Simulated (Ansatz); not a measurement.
```xyz
9

C    -0.325   -0.517    1.020
Si    0.543    0.196   -0.453
O    -0.186    1.535   -1.048
Cl    0.607   -1.271   -1.906
H     0.216   -1.387    1.397
H    -0.387    0.227    1.818
H    -1.339   -0.835    0.763
H     1.932    0.603   -0.161
H    -1.061    1.449   -1.430
```

Total charge 0; spin multiplicity 1.

**Question.** List the ωB97M-V/def2-TZVPP orbital energies in eV (Ansatz 0.2.0). (Estimate.)

**Answer.** Computed: Occupied: -2771.65, -1808.13, -526.39, -281.22, -262.07, -199.53, -199.42, -199.42, -149.04, -103.21, -103.15, -103.11, -31.19, -25.62, -22.62, -18.50, -15.63, -14.57, -14.29, -13.47, -13.33, -12.34, -11.79, -11.39, -10.86. Lowest empty: 2.12, 2.75, 3.10, 3.91, 4.13, 4.58, 4.68, 4.93.
